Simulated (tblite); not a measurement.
Species: C6H15NSi2.
Numbering: `[CH2:1]=[C:2]([CH3:3])/[C:4]([CH3:5])=[CH:6]\[N:7]([SiH3:8])[SiH3:9]` (hydrogens: H10, H11 on C1; H12, H13, H14 on C3; H15, H16, H17 on C5; H18 on C6; H19, H20, H21 on Si8; H22, H23, H24 on Si9)

Computed geometry: GFN2-xTB, gas phase.

(1) What internal coordinates does the optimisation give?

Answers

(1) 
```json
{"bond": "C1=C2", "length (Å)": "1.330", "order": "double"}
{"bond": "C2–C3", "length (Å)": "1.502", "order": "single"}
{"bond": "C2–C4", "length (Å)": "1.472", "order": "single"}
{"bond": "C4–C5", "length (Å)": "1.506", "order": "single"}
{"bond": "C4=C6", "length (Å)": "1.335", "order": "double"}
{"bond": "C6–N7", "length (Å)": "1.395", "order": "single"}
{"bond": "N7–Si8, N7–Si9", "length (Å)": "1.743", "order": "single"}
{"bond": "C1–H10", "length (Å)": "1.078", "order": "single"}
{"bond": "C1–H11", "length (Å)": "1.076", "order": "single"}
{"bond": "C3–H12, C3–H13, C3–H14", "length (Å)": "1.089", "order": "single"}
{"bond": "C5–H15, C5–H16, C5–H17", "length (Å)": "1.089", "order": "single"}
{"bond": "C6–H18", "length (Å)": "1.085", "order": "single"}
{"bond": "Si8–H19 and 5 like bonds", "length (Å)": "1.463", "order": "single"}
```

Bonds in one row agree within 0.01 Å and their mean is given. Orders are formal, as drawn. A selection of angles:
```json
{"angle": "C1–C2–C3", "degrees": "121.5"}
{"angle": "C1–C2–C4", "degrees": "121.3"}
{"angle": "C3–C2–C4", "degrees": "117.1"}
{"angle": "C2–C4–C5", "degrees": "116.0"}
{"angle": "C2–C4–C6", "degrees": "124.4"}
{"angle": "C5–C4–C6", "degrees": "119.6"}
{"angle": "C4–C6–N7", "degrees": "128.3"}
{"angle": "C6–N7–Si8", "degrees": "118.4"}
{"angle": "C6–N7–Si9", "degrees": "121.4"}
{"angle": "Si8–N7–Si9", "degrees": "120.2"}
```

Torsions: C1–C2–C4–C5 130° (anticlinal); C2–C4–C6–N7 -8° (synperiplanar); C4–C6–N7–Si8 143° (anticlinal). The mirror-image conformer, all signs reversed, is as good.

The 5 C–C bonds span 1.330 Å (C1=C2, drawn double) to 1.506 Å (C4–C5, drawn single), a spread of 0.176 Å. N7 (nitrogen bridging silicon atoms) is planar (angles 121.4°, 120.2° and 118.4°, sum 360.0°, 0.01 Å off the plane of its three neighbours). Of the pairs four or more bonds apart, C2···Si9 is among the closest relative to their van der Waals radii: 3.18 Å, 84 % of the sum of Bondi's values. Si8 (SiH3 silicon) is tetrahedral (angles from 106.9° to 111.2°).

Point group: C1 (no symmetry element, even within 0.4 Å). GFN2-xTB frequencies show an imaginary mode (67i cm⁻¹), so the point is no minimum at that level.
